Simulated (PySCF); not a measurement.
## Indirect couplings

Geometry:
| atom | x (Å) | y (Å) | z (Å) |
| --- | --- | --- | --- |
| N1 | 2.333 | -0.994 | -0.527 |
| C2 | 2.020 | 0.122 | -0.013 |
| C3 | 0.736 | 0.495 | 0.676 |
| C4 | -0.079 | -0.693 | 1.112 |
| C5 | -1.204 | -1.028 | 0.461 |
| C6 | -1.694 | -0.195 | -0.690 |
| Ge7 | -0.512 | 1.378 | -0.607 |
| H8 | 1.565 | -1.666 | -0.389 |
| H9 | 2.758 | 0.941 | -0.094 |
| H10 | 0.962 | 1.177 | 1.512 |
| H11 | 0.284 | -1.303 | 1.947 |
| H12 | -1.776 | -1.913 | 0.766 |
| H13 | -2.758 | 0.068 | -0.587 |
| H14 | -1.593 | -0.733 | -1.648 |
| H15 | 0.156 | 1.772 | -1.933 |
| H16 | -1.208 | 2.600 | 0.022 |

Couplings: B3LYP/pcJ-1 (pcSseg-1 on Ge) (spin–dipole term only in couplings to heteroatoms) in PySCF, geometry PBE0-D3(BJ)/def2-SVP; gas phase, one conformer, non-relativistic. Couplings are averaged over pairs made equivalent by symmetry, fast rotation or ring inversion, so a value needn't be that of the named pair in this geometry, while other rotamers aren't included; one pair stands for each set, and the list holds a selection of those of at least 0.8 Hz over up to four bonds.

Isotopes: ¹³C, ¹H, ¹⁵N.

```json
{"pair": "N1, C2", "bonds": "1", "J (Hz)": "-2.8"}
{"pair": "N1, H8", "bonds": "1", "J (Hz)": "-46.1"}
{"pair": "C2, C3", "bonds": "1", "J (Hz)": "35.0"}
{"pair": "C2, H9", "bonds": "1", "J (Hz)": "180.4"}
{"pair": "C3, C4", "bonds": "1", "J (Hz)": "?"}
{"pair": "C3, H10", "bonds": "1", "J (Hz)": "?"}
{"pair": "C4, C5", "bonds": "1", "J (Hz)": "76.0"}
{"pair": "C4, H11", "bonds": "1", "J (Hz)": "?"}
{"pair": "C5, C6", "bonds": "1", "J (Hz)": "41.1"}
{"pair": "C5, H12", "bonds": "1", "J (Hz)": "167.5"}
{"pair": "C6, H13", "bonds": "1", "J (Hz)": "141.9"}
{"pair": "C6, H14", "bonds": "1", "J (Hz)": "?"}
{"pair": "C3, C5", "bonds": "2", "J (Hz)": "3.0"}
{"pair": "C3, H16", "bonds": "2", "J (Hz)": "6.4"}
{"pair": "C4, H10", "bonds": "2", "J (Hz)": "?"}
{"pair": "C6, H12", "bonds": "2", "J (Hz)": "?"}
{"pair": "C6, H15", "bonds": "2", "J (Hz)": "?"}
{"pair": "N1, H10", "bonds": "3", "J (Hz)": "-1.3"}
{"pair": "C2, C6", "bonds": "3", "J (Hz)": "-0.9"}
{"pair": "C2, H15", "bonds": "3", "J (Hz)": "2.1"}
{"pair": "C3, H14", "bonds": "3", "J (Hz)": "?"}
{"pair": "C5, H10", "bonds": "3", "J (Hz)": "7.1"}
{"pair": "C6, H11", "bonds": "3", "J (Hz)": "11.0"}
{"pair": "H10, H12", "bonds": "4", "J (Hz)": "-2.0"}
{"pair": "H11, H13", "bonds": "4", "J (Hz)": "-2.4"}
{"pair": "H11, H15", "bonds": "4", "J (Hz)": "0.9"}
```

**Question.** Estimate the withheld couplings, with signs.

**Answer.** 
- ¹J(C3,C4) = 42.8 Hz (bond length 1.506 Å)
- ¹J(C3,H10) = 144.8 Hz (bond length 1.103 Å, sp3 carbon)
- ¹J(C4,H11) = 168.8 Hz (bond length 1.096 Å, sp2 carbon)
- ¹J(C6,H14) = 139.8 Hz (bond length 1.103 Å, sp3 carbon)
- ²J(C4,H10) = -4.3 Hz (angle at C3 112°)
- ²J(C6,H12) = 7.0 Hz (angle at C5 119°)
- ²J(C6,H15) = 8.6 Hz (angle at Ge7 115°)
- ³J(C3,H14) = -1.8 Hz (dihedral angle 107°)

Relativistic effects of the heavier atoms present are left out.
